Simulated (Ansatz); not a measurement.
The same path of BCl2F + BrH (6 atoms, charge 0, multiplicity 1) was run 3 times with different band settings. Lost on the way: B1–F2, Br5–H6. Made: B1–Br5, F2–H6.

Level of theory: Ansatz 0.2.0, RKS PBE0-D4/def2-SVP.

Relaxed end points:

```xyz
6
Properties=species:S:1:pos:R:3
B 0.001 0.360 -0.139
F 0.005 0.528 1.167
Cl 1.519 0.321 -0.990
Cl -1.523 0.241 -0.970
Br 0.086 -2.870 1.090
H 0.057 -1.863 2.095
```

```xyz
6
Properties=species:S:1:pos:R:3
B 0.022 -0.604 -0.505
F 0.014 0.162 2.124
Cl 1.512 0.194 -0.892
Cl -1.511 0.119 -0.878
Br 0.070 -2.394 0.203
H 0.038 -0.760 2.200
```

Common settings: movable images 7; spring 5.0 eV/Å²; start path through a guess of the saddle point; force threshold 0.05 eV/Å; iteration limit 60; end points relaxed.

| run | climbing image | optimiser | largest step |
| --- | --- | --- | --- |
| 1 | yes | quadratic models (default) | default |
| 2 | from the first iteration | fire | default |
| 3 | yes | fire | 0.02 Å |

(1) What does each run give, and how far can it be trusted?

Results:

(1) Run 1: converged after 18 iterations, highest image 1.212 eV above the first end. A vibrational analysis at the climbing image gives one clearly imaginary mode, 824i cm⁻¹: a first-order saddle point.
Run 2: converged after 35 iterations, highest image 1.212 eV above the first end. Another band between the same ends (7 images) ends at a top of the same energy, where a vibrational analysis finds 1 clearly imaginary mode.
Run 3: converged after 34 iterations, highest image 1.212 eV above the first end. Another band between the same ends (7 images) ends at a top of the same energy, where a vibrational analysis finds 1 clearly imaginary mode.
The orbitals stay closed-shell, which can raise the energy where a bond breaks towards radicals; this wasn't checked here.
